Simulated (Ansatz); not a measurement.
Basis-set extrapolation for C₂H₆BClSi, SMILES `CC1[SiH2]B1Cl` (PBE0-D4/def2-TZVP geometry, frozen core, the Gaussian-basis code of Ansatz). Multiplicity 1, RHF reference.

```
                      def2-TZVPP   def2-QZVPP
                 HF  -852.373737  -852.399696
    MP2 correlation    -0.753657    -0.809233
CCSD(T) correlation    -0.845949      not run
```

Energies in hartree. Use E(X) = E(∞) + A·exp(−7.88·√X) for Hartree–Fock and E(X) = E(∞) + B·X^(−2.97) for correlation, with X = 3 and 4, and add CCSD(T) minus MP2 of the smaller set to the MP2 limit.

**Question.** What is the CCSD(T) energy at the basis-set limit?

**Answer.** HF limit: -852.399696 + (-0.025959) × 0.13774 = -852.40327. MP2 limit: -0.809233 + (-0.055576) × 0.74074 = -0.85040. Higher-order term: -0.845949 − (-0.753657) = -0.09229. Total: -853.34596 hartree, 79.2 kcal/mol below CCSD(T)/def2-TZVPP.
